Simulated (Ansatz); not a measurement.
Compare A (`FC1CCC1(F)F`) with its isomer B (`C/C=C(\F)C(F)F`).

Isolated molecules relaxed with PBE0-D4/def2-TZVP in Ansatz; ΔE leaves out vibrations. CBS: MP2 limit from def2 TZ/QZ plus the TZ coupled-cluster correction, frozen cores. DFT in def2-TZVPP. B3LYP here is the variant with VWN-RPA as its local correlation; programs differ in this. One conformer a species, not always the lowest.

Question: Which is lower in electronic energy at CCSD(T)/CBS, and by how much? (Estimate.)

Answer: Computed: B, by 5.3 kJ/mol.

Question: Give E(B) − E(A) in kJ/mol with HF/def2-TZVPP, r2SCAN-D4, PBE0-D4, BLYP-D4, CCSD(T)/def2-TZVPP, B3LYP-D4, PBE-D4. (An estimate is asked.)

Answer: Computed: HF/def2-TZVPP -16.8, r2SCAN-D4 -9.3, PBE0-D4 1.8, BLYP-D4 -29.7, CCSD(T)/def2-TZVPP -5.7, B3LYP-D4 -20.4, PBE-D4 -8.0. The order is the other way round with PBE0-D4.

Question: Does the order hold for the free energy at 298.15 K (harmonic terms from PBE0-D4)? (Estimate.)

Answer: Ansatz gave: Yes: G(B) − G(A) = -13.4 kJ/mol, for one conformer each.

Largest T1 diagnostic: 0.012.

Leaving LDA and LC-ωPBE aside and taking each functional with its dispersion term where it has one, the values, not all of them listed here, spread over 36.5 kJ/mol, from BLYP-D4 to ωB97X-V. LDA lies +16.8 kJ/mol from PBE without D4. From BLYP to BHLYP (50 % exact exchange), in def2-TZVPP and without D4, E(B) − E(A) moves by +20.3 kJ/mol.
